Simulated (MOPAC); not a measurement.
Input for MOPAC: AM1 on CH4ClF (a complex), monomers drawn apart or pushed together.

```
AM1 1SCF PRECISE CHARGE=0 THREADS=1
CH4ClF

Cl     0.16520819 1     0.05211868 1    -0.13614396 1
H      0.21537761 1     0.50856112 1     1.07035412 1
C     -0.57283430 1    -0.54572933 1     4.29681114 1
F     -0.03343525 1     0.63444991 1     3.76468309 1
H      0.14356345 1    -0.95507060 1     5.00752009 1
H     -1.50981939 1    -0.29660945 1     4.79272065 1
H     -0.74465925 1    -1.24372501 1     3.47828275 1
```

The log:

```
*******************************************************************************
 **                                                                           **
 **                              MOPAC v23.2.5                                **
 **                                                                           **
 *******************************************************************************
 ** MOPAC's Digital Object Identifier: https://doi.org/10.5281/zenodo.6511958 **
 **                                                                           **
 ** Please cite the open-source release paper for use of this MOPAC version:  **
 ** J. E. Moussa and J. J. P. Stewart (2026)                                  **
 ** MOPAC: An open-source semiempirical molecular orbital program             **
 ** J. Open Source Softw., 11(119), 8025, https://doi.org/10.21105/joss.08025 **
 *******************************************************************************

                              AM1 CALCULATION RESULTS

 *******************************************************************************
 *  AM1        - The AM1 Hamiltonian to be used
 *
 *
 *
 *                 CHARGE ON SYSTEM = 0
 *
 *
 *
 *  PRECISE    - TIGHTER CRITERIA TO BE USED
 *  1SCF       - DO 1 SCF AND THEN STOP
 *  THREADS=1  - MULTI-THREADING NOT USED
 *  T=         - A TIME OF 172800.0 SECONDS REQUESTED
 *  DUMP=N     - RESTART FILE WRITTEN EVERY 7200.0 SECONDS REQUESTED
 *******************************************************************************
AM1 1SCF PRECISE CHARGE=0 THREADS=1
 CH4ClF

   ATOM   CHEMICAL          X               Y               Z
  NUMBER   SYMBOL      (ANGSTROMS)     (ANGSTROMS)     (ANGSTROMS)

     1      Cl          0.16520819  *   0.05211868  *  -0.13614396  *
     2       H          0.21537761  *   0.50856112  *   1.07035412  *
     3       C         -0.57283430  *  -0.54572933  *   4.29681114  *
     4       F         -0.03343525  *   0.63444991  *   3.76468309  *
     5       H          0.14356345  *  -0.95507060  *   5.00752009  *
     6       H         -1.50981939  *  -0.29660945  *   4.79272065  *
     7       H         -0.74465925  *  -1.24372501  *   3.47828275  *



          CARTESIAN COORDINATES

    NO.       ATOM           X           Y           Z

     1        Cl          0.1652      0.0521     -0.1361
     2         H          0.2154      0.5086      1.0704
     3         C         -0.5728     -0.5457      4.2968
     4         F         -0.0334      0.6344      3.7647
     5         H          0.1436     -0.9551      5.0075
     6         H         -1.5098     -0.2966      4.7927
     7         H         -0.7447     -1.2437      3.4783

  H: (AM1): M.J.S. DEWAR ET AL, J. AM. CHEM. SOC. 107 3902-3909 (1985)
  C: (AM1): M.J.S. DEWAR ET AL, J. AM. CHEM. SOC. 107 3902-3909 (1985)
  F: (AM1): M.J.S. DEWAR AND E. G. ZOEBISCH, THEOCHEM, 180, 1 (1988).
 Cl: (AM1): M.J.S. DEWAR AND E. G. ZOEBISCH, THEOCHEM, 180, 1 (1988).

           Empirical Formula: C H4 Cl F  =     7 atoms



      MOLECULAR POINT GROUP   :   Cs


      RHF CALCULATION, NO. OF DOUBLY OCCUPIED LEVELS = 11


 -------------------------------------------------------------------------------
 AM1 1SCF PRECISE CHARGE=0 THREADS=1
 CH4ClF



     1SCF WAS SPECIFIED, SO BFGS WAS NOT USED
     SCF FIELD WAS ACHIEVED


                              AM1 CALCULATION
                                                       MOPAC v23.2.5 Linux




          FINAL HEAT OF FORMATION =        -85.28647 KCAL/MOL =    -356.83861 KJ/MOL


          COSMO AREA              =        112.05 SQUARE ANGSTROMS
          COSMO VOLUME            =         88.02 CUBIC ANGSTROMS

          IONIZATION POTENTIAL    =         12.193757 EV
          HOMO LUMO ENERGIES (EV) =        -12.194  2.038
          NO. OF FILLED LEVELS    =         11
          MOLECULAR WEIGHT        =         70.4940         POINT GROUP:  Cs

          MOLECULAR DIMENSIONS (Angstroms)

            Atom       Atom       Distance
            H     5   Cl     1     5.24139
            H     7    F     4     2.02696
            H     6    H     5     1.76181


          SCF CALCULATIONS        =          1





   ATOM   CHEMICAL          X               Y               Z
  NUMBER   SYMBOL      (ANGSTROMS)     (ANGSTROMS)     (ANGSTROMS)

     1      Cl          0.16520819  *   0.05211868  *  -0.13614396  *
     2       H          0.21537761  *   0.50856112  *   1.07035412  *
     3       C         -0.57283430  *  -0.54572933  *   4.29681114  *
     4       F         -0.03343525  *   0.63444991  *   3.76468309  *
     5       H          0.14356345  *  -0.95507060  *   5.00752009  *
     6       H         -1.50981939  *  -0.29660945  *   4.79272065  *
     7       H         -0.74465925  *  -1.24372501  *   3.47828275  *

                             CARTESIAN COORDINATES

   1   Cl        0.165208190     0.052118680    -0.136143960
   2    H        0.215377610     0.508561120     1.070354120
   3    C       -0.572834300    -0.545729330     4.296811140
   4    F       -0.033435250     0.634449910     3.764683090
   5    H        0.143563450    -0.955070600     5.007520090
   6    H       -1.509819390    -0.296609450     4.792720650
   7    H       -0.744659250    -1.243725010     3.478282750


           Empirical Formula: C H4 Cl F  =     7 atoms



      MOLECULAR POINT GROUP   :   Cs


                  EIGENVALUES
 -48.64851 -36.84629 -28.49865 -16.93948 -16.82275 -16.58339 -16.39972 -12.52564
 -12.50923 -12.19706 -12.19376   2.03752   3.73458   3.76955   3.78982   4.32801


              NET ATOMIC CHARGES AND DIPOLE CONTRIBUTIONS

  ATOM NO.   TYPE          CHARGE      No. of ELECS.   s-Pop       p-Pop
    1         Cl          -0.181168        7.1812     1.98052     5.20065
    2          H           0.180639        0.8194     0.81936
    3          C          -0.039622        4.0396     1.22280     2.81682
    4          F          -0.196149        7.1961     1.92824     5.26791
    5          H           0.079606        0.9204     0.92039
    6          H           0.079557        0.9204     0.92044
    7          H           0.077137        0.9229     0.92286
 DIPOLE           X         Y         Z       TOTAL
 POINT-CHG.    -0.614    -1.037     1.717     2.098
 HYBRID         0.000     0.092     0.333     0.346
 SUM           -0.614    -0.945     2.050     2.340


          ATOMIC ORBITAL ELECTRON POPULATIONS

     Atom    s        px        py        pz
    1 Cl   1.98052   1.99877   1.89972   1.30216
    2  H   0.81936
    3  C   1.22280   0.98805   0.84059   0.98819
    4  F   1.92824   1.88169   1.50250   1.88372
    5  H   0.92039
    6  H   0.92044
    7  H   0.92286

 **********************
 *                    *
 * JOB ENDED NORMALLY *
 *                    *
 **********************




 == MOPAC DONE ==
```

The run finished.

Cost: roughly 0.020 core-seconds.
